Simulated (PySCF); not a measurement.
H3S, SMILES [SH3+], charge +1.

Geometry: B3LYP-D3(BJ)/def2-TZVPD. The isomer is the one that the SMILES or the coordinates give; other isomers of the formula were not compared.

Calculation: TDA-CAM-B3LYP/def2-TZVPD run with PySCF.

Vertical excitations; the highest root listed may be one member of a degenerate set. The molecule is in vacuum. State labels are in the subgroup Cs.

```json
[
 {"state": "S1", "symmetry": "A'", "energy (eV)": "9.53", "λ (nm)": "130", "f": "0.052", "main pairs": "HOMO→LUMO (degenerate set)"},
 {"state": "S2", "symmetry": "A\"", "energy (eV)": "9.53", "λ (nm)": "130", "f": "0.052", "main pairs": "HOMO→LUMO+1 (degenerate set)"},
 {"state": "S3", "symmetry": "A'", "energy (eV)": "10.44", "λ (nm)": "119", "f": "0.088", "main pairs": "HOMO→LUMO+2 97 %"},
 {"state": "S4", "symmetry": "A\"", "energy (eV)": "11.53", "λ (nm)": "108", "f": "0.000", "main pairs": "HOMO−1→LUMO+1 50 %, HOMO−2→LUMO 50 %"},
 {"state": "S5", "symmetry": "A'", "energy (eV)": "12.48", "λ (nm)": "99", "f": "0.017", "main pairs": "HOMO−2→LUMO+1, HOMO−1→LUMO, HOMO→LUMO+7, HOMO−1→LUMO+2 (degenerate set)"},
 {"state": "S6", "symmetry": "A\"", "energy (eV)": "12.48", "λ (nm)": "99", "f": "0.017", "main pairs": "HOMO−2→LUMO, HOMO−1→LUMO+1, HOMO→LUMO+6, HOMO−2→LUMO+2 (degenerate set)"},
 {"state": "S7", "symmetry": "A'", "energy (eV)": "12.78", "λ (nm)": "97", "f": "0.010", "main pairs": "HOMO→LUMO+5 35 %, HOMO−2→LUMO+1 27 %, HOMO−1→LUMO 27 %, HOMO→LUMO+8 9 %"},
 {"state": "S8", "symmetry": "A'", "energy (eV)": "13.05", "λ (nm)": "95", "f": "0.009", "main pairs": "HOMO−1→LUMO+2, HOMO→LUMO+7, HOMO→LUMO+3 (degenerate set)"},
 {"state": "S9", "symmetry": "A\"", "energy (eV)": "13.05", "λ (nm)": "95", "f": "0.009", "main pairs": "HOMO−2→LUMO+2, HOMO→LUMO+6, HOMO→LUMO+4 (degenerate set)"},
 {"state": "S10", "symmetry": "A'", "energy (eV)": "13.41", "λ (nm)": "92", "f": "0.241", "main pairs": "HOMO→LUMO+3 61 %, HOMO−1→LUMO+2 23 %"},
 {"state": "T1", "symmetry": "A'", "energy (eV)": "7.81", "λ (nm)": "159", "f": "0", "main pairs": "HOMO→LUMO (degenerate set)"},
 {"state": "T2", "symmetry": "A\"", "energy (eV)": "7.81", "λ (nm)": "159", "f": "0", "main pairs": "HOMO→LUMO+1 (degenerate set)"},
 {"state": "T3", "symmetry": "A'", "energy (eV)": "9.63", "λ (nm)": "129", "f": "0", "main pairs": "HOMO→LUMO+2 60 %, HOMO−2→LUMO+1 17 %, HOMO−1→LUMO 17 %"},
 {"state": "T4", "symmetry": "A'", "energy (eV)": "10.26", "λ (nm)": "121", "f": "0", "main pairs": "HOMO→LUMO+2 36 %, HOMO−2→LUMO+1 31 %, HOMO−1→LUMO 31 %"}
]
```
Triplets are in the Tamm–Dancoff approximation.
